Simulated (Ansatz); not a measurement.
Reaction (SMILES): C[SiH2]O[SiH3] -> [CH2-][SiH2]O[SiH3] + H+
Geometries: B3LYP-D3(BJ)/def2-TZVP minima from Ansatz (a first-principles code), one conformer each, not searched for the lowest.

Property: gas-phase deprotonation energy (electronic energy difference), in kcal/mol. Correlated levels leave the core frozen unless marked. No spin-orbit coupling. Non-relativistic. Anions need diffuse functions: aug- sets have them; def2-D sets add few; the other sets have none. Basis-set limits of correlation are two-point, X^-3; Hartree-Fock from the larger set.

CCSD(T)/CBS(aug-cc-pV(T+d)Z,aug-cc-pV(Q+d)Z) (Ansatz) gives 386.6 kcal/mol.

Q: Another calculation gave 386.9 kcal/mol. Which level was it?
(A) LC-wPBE/def2-TZVPD (Ansatz)
(B) SVWN5/def2-TZVPD (Ansatz)
(C) wB97M-V/def2-TZVPD (Ansatz)
(D) PBE0/def2-TZVPD (Ansatz)

A: D, PBE0/def2-TZVPD (Ansatz). The others give 391.1 (LC-wPBE), 383.4 (wB97M-V), 372.5 (SVWN5) kcal/mol.
